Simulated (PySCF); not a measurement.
(Z)-1,2-dibromo-1,2-difluoroethene (C2Br2F2), SMILES F/C(Br)=C(\F)Br. Heavy atoms are numbered as in [F:1]/[C:2]([Br:3])=[C:4](\[F:5])[Br:6].

Geometry optimised at B3LYP-D3(BJ)/def2-SVP.

These are HF/def2-TZVP (PySCF) values and carry that method's errors.

Atomic charges (e), one atom of each kind:

```
atom  Löwdin  meta-Löwdin    Mulliken
----  ------  -----------  ----------
F1      0.17        -0.28  (withheld)
C2     -0.57         0.24  (withheld)
Br3     0.40         0.04  (withheld)
```

Question: Some entries are withheld; supply them. (The exact figures need the calculation; the answer reports its results.)

Answer: 
- F1, Mulliken: -0.22
- C2, Mulliken: 0.20
- Br3, Mulliken: 0.02

Question: Give the Mayer and Wiberg (Löwdin basis) orders of the bonds. (An estimate is asked for; the answer gives what the named calculation found.)

Answer: 
```csv
bond,Mayer,Wiberg
F1–C2,0.99,1.73
C2–Br3,1.15,1.63
C2–C4,1.85,1.99
C4–F5,0.99,1.73
C4–Br6,1.15,1.63
```
